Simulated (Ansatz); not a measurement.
Species: C₄H₈O, SMILES `C=CCCO` (charge 0, multiplicity 1).

### Question
Give a relaxed geometry from PBE0-D4/def2-TZVP in Ansatz (an electronic-structure program).

### Answer
Several could match; the one computed here: the end point of this relaxation, one of several conformers (outside a Z-matrix the atoms follow the SMILES, hydrogens last).
Cartesian coordinates (Å) in one orientation:
```xyz
13

C      1.804    -0.546     0.459
C      0.983     0.423     0.073
C     -0.419     0.592     0.553
C     -1.416     0.164    -0.520
O     -1.301    -1.201    -0.838
H      1.511    -1.264     1.218
H      2.802    -0.643     0.047
H      1.319     1.124    -0.690
H     -0.609     1.640     0.809
H     -0.586    -0.010     1.451
H     -1.286     0.791    -1.416
H     -2.436     0.313    -0.161
H     -0.366    -1.385    -0.986
```
